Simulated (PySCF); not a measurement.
Isomers of C5H8F3OP, one conformer each; single-point electronic energies without zero-point terms and without any empirical dispersion term.

All values: PBE0/pcSseg-1 (PySCF, non-relativistic), each on one gas-phase PBE0-D3(BJ)/def2-SVP geometry that isn't relaxed in the solvent. The solvent is an IEF-PCM continuum (Bondi radii, 1.10 Å for H, scaled by 1.2). The model holds no explicit solvent molecules, cavitation or dispersion.

| isomer | relative energy, gas (kcal/mol) | dipole (D) |
| --- | --- | --- |
| `[P@H]1(=O)C[C@@H](C(F)(F)F)CC1` | 0.0 | 3.62 |
| `FC(F)=C(F)[P@@](=O)(CC)C` | 38.3 | 3.63 |

Q: How do the relative energies look in cyclohexane (ε = 2.017)?

A: 
```
                          isomer  relative energy, solvent (kcal/mol)  E(solvent) − E(gas) (kcal/mol)  dipole in solvent (D)
`[P@H]1(=O)C[C@@H](C(F)(F)F)CC1`                                  0.0                            -4.4                   4.07
      `FC(F)=C(F)[P@@](=O)(CC)C`                                 39.1                            -3.7                   4.08
```

The order is unchanged. Conformers: `[O:1]=[P@@H:2]1[CH2:3][CH2:4][C@H:5]([C:6]([F:7])([F:8])[F:9])[CH2:10]1` with O1–P2–C3–C4 -109°, P2–C3–C4–C5 -38°, C3–C4–C5–C6 173°, C4–C5–C10–P2 -36°; `[CH3:1][CH2:2][P@:3]([CH3:4])(=[O:5])[C:6]([F:7])=[C:8]([F:9])[F:10]` with C1–C2–P3–C4 -56°, C2–P3–C6–F7 -73°. `[P@H]1(=O)C[C@@H](C(F)(F)F)CC1` gains most from the continuum, while `FC(F)=C(F)[P@@](=O)(CC)C` has the largest gas-phase dipole. The gains span 0.7 kcal/mol, the gas-phase energies 38.3 kcal/mol.
